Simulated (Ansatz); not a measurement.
```yaml
crystal:
  periodic: [false, false, false]
  atoms:
    - {symbol: F, position_ang: [0.855484, -3.156810, 1.751475]}
    - {symbol: Al, position_ang: [1.335129, -1.682332, 0.416298]}
    - {symbol: F, position_ang: [2.508905, -2.164332, -1.195071]}
    - {symbol: O, position_ang: [1.235165, 0.367156, 1.059368]}
    - {symbol: C, position_ang: [0.225601, 1.429660, 0.149577]}
    - {symbol: C, position_ang: [-1.347619, 0.503070, -0.371346]}
    - {symbol: F, position_ang: [-2.085710, 1.081988, -1.717921]}
    - {symbol: F, position_ang: [-0.836101, -1.161234, -0.781416]}
    - {symbol: F, position_ang: [-2.461875, 0.311336, 0.822130]}
    - {symbol: H, position_ang: [-0.167792, 2.511086, 0.892260]}
    - {symbol: H, position_ang: [0.820438, 1.889287, -0.999604]}
basis:
  gaussian: {orbitals: def2-SVPD}
hamiltonian: {xc: {name: rPW86-PBE}}
multiplicity: 3
```

```sh
$ ansatz run in.yaml --threads 2 --pin off --events-out ev --progress --plain --max-ram 32768MiB --backend cpu
```

Shortened log:

```
Error: YAML parse error: error: line 18 column 1: unknown field `multiplicity`, expected one of crystal, accuracy, basis, kpoints, hamiltonian, magnetization, projection, total_charge, correlation, batch, efield, external_charges, scf, relax, neb, saddle, md, ramp, phonons, dielectric, real_time, elastic, magnetic_configurations, gw, evaluate, workflow, output, checkpoint, execution
16 |   gaussian: {orbitals: def2-SVPD}
17 | hamiltonian: {xc: {name: rPW86-PBE}}
18 | multiplicity: 3
```

(1) What is wrong with this run?

## Answers

(1) The input holds a key that doesn't belong there. The input was rejected before any iteration.
